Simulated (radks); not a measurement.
Task: Valence configurations of neutral sulfur (all share [Ne]). All-electron calculation, Dirac Kohn-Sham, PBE, spin-unpolarised, spherical densities, finite nucleus; open shells fill j = l - 1/2 first; Fermi nuclear charge, rms radius 3.2611 fm. Program: a radial shooting solver on a logarithmic mesh with Libxc functionals. Order these by energy: 3s1 3p5; 3p6; 3s2 3p4; 3s1.5 3p4.5; 3s0.5 3p5.5.

Result: From the lowest, in eV above it: 3s2 3p4 0.000; 3s1.5 3p4.5 5.153; 3s1 3p5 10.337; 3s0.5 3p5.5 15.552; 3p6 20.795. NIST lists [Ne] 3s2 3p4 as the ground configuration; this level of theory agrees among the configurations tried. The energies are those of spherical spin-averaged densities, not of single terms.
